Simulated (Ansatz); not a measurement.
C₂H₅FGaN (`C=[C](N)[GaH][F]`) at its PBE0-D4/def2-TZVP geometry, where that method's forces vanish. Total charge 0; spin multiplicity 1.

```xyz
10

C    -1.0674   -0.7277    0.8200
C    -0.0143   -0.1002    0.2697
N     1.2435   -0.0375    0.8171
Ga   -0.2992    0.8189   -1.4170
F     1.2435    1.3952   -2.0696
H    -0.9947   -1.2850    1.7518
H    -2.0427   -0.6905    0.3518
H     1.4796   -0.6908    1.5475
H     2.0052    0.2144    0.2116
H    -1.5535    1.1032   -2.2830
```

Q: What forces (eV/Å) does PBE-D4/def2-TZVPP give on these atoms in Ansatz? (Estimate.)

A: Computed: 
```
C1  -0.355 -0.179  0.136
C2   0.217  0.177 -0.197
N3  -0.021  0.166  0.044
Ga4 -0.416 -0.105  0.090
F5   0.464  0.175 -0.198
H6   0.008 -0.126  0.194
H7  -0.208  0.003 -0.078
H8   0.102 -0.230  0.272
H9   0.283  0.097 -0.197
H10 -0.076  0.023 -0.066
```
